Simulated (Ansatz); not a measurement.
Cost and result for the atomization energy of C2H7ClSSi (`C[SiH](S)CCl`) (12 atoms, 11 bonds).

```xyz
12

C     1.668   -0.340    0.565
Si    0.139   -0.156   -0.485
S     0.329    1.682   -1.554
C    -1.404   -0.110    0.596
Cl   -2.860    0.076   -0.423
H     2.562   -0.373   -0.061
H     1.627   -1.266    1.143
H     1.770    0.497    1.261
H    -0.016   -1.302   -1.418
H    -0.906    1.601   -2.080
H    -1.523   -1.036    1.162
H    -1.386    0.727    1.295
```

Charge 0, multiplicity 1. The structure was optimised at the PBE0-D4/def2-TZVP level. It is one conformer, not always the lowest. Program: Ansatz. All runs use 4 threads of an Arm Neoverse V2 on a shared host. Times are those of one run each, without the atoms' runs, and a repeat can differ threefold. Electronic energies, without spin–orbit coupling; frozen cores. CCSD(T)/CBS adds CCSD(T) − MP2 in def2-TZVPP to the MP2 limit, and its time is that of the two runs behind it. T1 = 0.010. B3LYP takes the VWN-RPA correlation (the form of Gaussian; ORCA's B3LYP/G).

CCSD(T)/CBS is a level of theory with its own doubt, some kJ/mol a heavy atom from the limit and from the frozen cores, so smaller differences don't rank the functionals.

| level | functions | wall time | atomization (kcal/mol) | difference from CCSD(T)/CBS | per bond |
| --- | --- | --- | --- | --- | --- |
| PBE-D4/def2-TZVPP (with forces) | 286 | 2.9 s | 1005.7 | 11.3 | 1.0 |
| PBE0-D4/def2-TZVPP | 286 | 3.8 s | 996.2 | 1.8 | 0.2 |
| r2SCAN-D4/def2-TZVPP (with forces) | 286 | 6 s | 997.2 | 2.8 | 0.3 |
| B3LYP-D4/def2-TZVPP (with forces) | 286 | 6 s | 990.2 | -4.2 | -0.4 |
| B2PLYP/def2-TZVPP | 286 | 7 s | 978.4 | -16.0 | -1.5 |
| ωB97X-V/def2-TZVPP | 286 | 9.5 s | 998.5 | 4.1 | 0.4 |
| ωB97M-V/def2-TZVPP (with forces) | 286 | 14 s | 998.8 | 4.4 | 0.4 |
| MP2/def2-QZVPP | 534 | 25 s | 993.4 | -1.0 | -0.1 |
| CCSD(T)/def2-TZVPP | 286 | 3.4 min | 967.9 | -26.5 | -2.4 |
| CCSD(T)/CBS(def2) | – | 3.8 min | 994.4 | 0.0 | 0.0 |

The D4 term adds +12.2 kcal/mol with B3LYP and +6.5 kcal/mol with PBE0; it sums over pairs of atoms, weighted by their polarisabilities, and B3LYP, whose exchange is more repulsive, gets the larger term. From PBE to PBE0 (25 % exact exchange), in def2-TZVPP and without D4, the atomization energy moves by −8.4 kcal/mol: exact exchange takes away binding that semilocal exchange gives to molecules. In def2-TZVPP, CCSD(T) changes the Hartree–Fock value by +229.1 kcal/mol (the triples alone add +13.7 kcal/mol) and MP2 by +239.1 kcal/mol; breaking electron pairs costs correlation energy, which Hartree–Fock lacks.
